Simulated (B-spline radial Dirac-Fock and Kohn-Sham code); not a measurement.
Core and valence levels of Ag⁺

System: the Ag⁺ ion, [Kr] 4d9 5p1 (an excited configuration); nuclear rms radius 4.5454 fm (A = 107).

Level of theory: multi-electron Dirac-Fock with separately optimised hole states, Breit and Lamb-shift corrections added in first order; a radial finite-basis atomic code. The model has no electron correlation. Energies are counted from the vacuum level. Subshells whose hole state is unreliable or did not converge are left out.

All terms are in eV, carry their sign (relaxation lowers the binding energy) and add up to the binding energy; ⟨r⟩ is the mean radius of the orbital in the initial state.

```
subshell  −ε (Koopmans)  relaxation   Gaunt  retardation     QED  binding energy  ⟨r⟩ (bohr)
       K        25679.5      -63.61  -56.50         4.38  -26.30         25537.5       0.031
      L1         3878.9      -34.07   -4.91         0.26   -3.18          3837.0       0.134
      L2         3594.2      -37.29   -8.91         0.99    0.27          3549.3       0.114
      L3         3418.0      -36.29   -6.38         1.15   -0.08          3376.4       0.119
      M1          760.2      -14.35   -0.63         0.02   -0.62           744.7       0.366
      M2          645.8      -14.72   -1.27         0.13    0.05           629.9       0.359
      M3          613.7      -14.32   -0.81         0.16   -0.01           598.7       0.369
      M4          412.9      -15.49   -0.31         0.01    0.06           397.2       0.343
      N1          131.0       -4.33   -0.09         0.00   -0.11           126.4       0.917
      N2          92.74       -3.90   -0.17         0.02    0.01           88.70       0.982
      N3          87.34       -3.68   -0.09         0.02    0.00           83.59       1.010
    N4,5          28.15       -2.49    0.01         0.00    0.00           25.67       1.313
    O2,3          10.26       -0.04   -0.01         0.00    0.00           10.22       3.705
```

For the deepest level, K (1s), the Breit terms make up -0.204 % of the binding energy, QED -0.103 % and orbital relaxation -0.249 %.

Values without a named source are computed, but for edge energies of neutral atoms, which are taken from tables.
